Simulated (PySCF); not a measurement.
**Static response to an electric field**

Species: C2H11NSSi3.
Atom-mapped SMILES: `[CH3:1][C:2](=[S:3])[SiH2:4][N:5]([SiH3:6])[SiH3:7]` (hydrogens: H8, H9, H10 on C1; H11, H12 on Si4; H13, H14, H15 on Si6; H16, H17, H18 on Si7)

Geometry (GFN2-xTB, Å), atoms numbered from 1 in this order:
```
atom  x, y, z in Å
C1    -2.171    1.151   -0.305
C2    -1.899   -0.233   -0.772
S3    -3.114   -1.293   -0.992
Si4   -0.118   -0.753   -1.174
N5     0.895   -0.232    0.140
Si6    2.522    0.305   -0.202
Si7    0.468   -0.586    1.801
H8    -1.534    1.377    0.551
H9    -1.903    1.853   -1.097
H10   -3.218    1.290   -0.041
H11   -0.076   -2.203   -1.359
H12    0.278   -0.036   -2.389
H13    2.460    1.125   -1.409
H14    2.965    1.087    0.949
H15    3.392   -0.854   -0.416
H16   -0.923   -1.034    1.815
H17    1.352   -1.622    2.335
H18    0.616    0.663    2.553
```

Level: CAM-B3LYP/def2-SVPD (PySCF), static field, nuclei fixed, core orbitals frozen in the response. The polarisability tensor in these axes (au):

```
x   149.62  12.12   5.57
y    12.12 118.79   4.43
z     5.57   4.43 116.05
```

Task: Diagonalise the tensor; give its mean and Δα, where Δα² is half the sum of the squared differences of the eigenvalues.

Result: Principal values 112.41, 117.07 and 154.97 au; mean 128.15 au = 18.99 Å³ = 21.13 × 10⁻⁴⁰ C²·m²/J; Δα = 40.43 au (32 % of the mean).

Task: What is the dipole moment, and where does it point?

Result: (1.78, 1.62, 0.62) D, 2.49 D in size, pointing from the negative to the positive side. Measured along this direction, the outermost atoms are S3 at the negative end and H14 at the positive end.

Task: Directions of the eigenvectors, and the extent of the frame along each?

Result: Largest value along (0.93, 0.33, 0.17), where the nuclei span 6.76 Å; middle along (-0.35, 0.60, 0.72), 4.30 Å; least along (-0.14, 0.73, -0.68), 5.28 Å. The strongest response lies along the longest span, while the other two are in reverse order.

Task: In a dilute gas of rigid molecules at 400 K, how does the orientational term μ²/3kT compare with the electronic polarisability?

Result: In Gaussian units μ²/3kT = 37.38 Å³ against 18.99 Å³, a ratio of 1.97; the Debye molar polarisation (4π/3)N_A(α + μ²/3kT) is 142.2 cm³/mol, leaving out the vibrational part.

Task: What would n − 1 = 2πNα be for an ideal gas of these molecules at 273.15 K and 1 atm, electronic part alone?

Result: N = p/kT = 2.6868 × 10¹⁹ cm⁻³, so n − 1 = 2π × N × 18.99 × 10⁻²⁴ cm³ = 3206 × 10⁻⁶ at long wavelengths, for an ideal gas.

Task: What molar refraction does this α imply?

Result: Lorentz–Lorenz: R = (4π/3)N_A α = 2.5225 cm³/(mol·Å³) × 18.99 Å³ = 47.9 cm³/mol, in the limit of long wavelengths.

The structure is a single GFN2-xTB conformer in the gas phase; no vibrational or solvent corrections.
